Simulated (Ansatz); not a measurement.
Energy needed to pull apart CHBCl2 (SMILES B=C(Cl)Cl), singlet, into free ground-state atoms, from the structure below (displaced at random from a GFN2-xTB minimum); no zero-point or spin–orbit terms; open-shell atoms are treated unrestricted, in their ground-state multiplicity.

```
5
angstrom
B 0.7705 0.5963 0.2279
C -0.3108 -0.2219 -0.0798
Cl -1.9888 0.3048 -0.0397
Cl -0.1393 -1.9176 -0.5608
H 1.6383 1.2709 0.4694
```

Computed with Ansatz 0.2.0 (basis: def2-TZVPP); correlated methods freeze the cores.

| method | atomization energy (eV) |
| --- | --- |
| SPW92 | ? |
| PBE-D4 | 17.22 |
| r2SCAN-D4 | ? |
| PBE0-D4 | 16.62 |
| r2SCANh-D4 | 16.36 |
| wB97M-V | 16.42 |
| HF | 11.03 |
| MP2 | 16.32 |
| CCSD | 15.06 |
| CCSD(T) | 15.54 |

(1) What does r2SCAN-D4 give? (Judge from chemistry; the value comes from the calculation.)

(2) What does SPW92 give? (An estimate is asked for; the value comes from the calculation.)

T1 diagnostic: at most 0.013.

Results:

(1) By the calculation: 16.56 eV, which is about 1.02 eV more than CCSD(T)/def2-TZVPP.

(2) By the calculation: 19.60 eV, which is about 4.06 eV more than CCSD(T)/def2-TZVPP.

In triple zeta the MP2 and coupled-cluster atomization energies are still short of their basis limit by a few kcal/mol a bond, whereas those of the functionals are nearly converged, so these differences are not deviations from converged CCSD(T).

For scale, one of the runs: CCSD(T)/def2-TZVPP forces, 160 basis functions (an equivalent command: `ansatz run in.yaml --threads 4`). Time: 61 s of wall clock on 4 CPU threads; the host was shared. Peak host memory: 2.1 GiB.
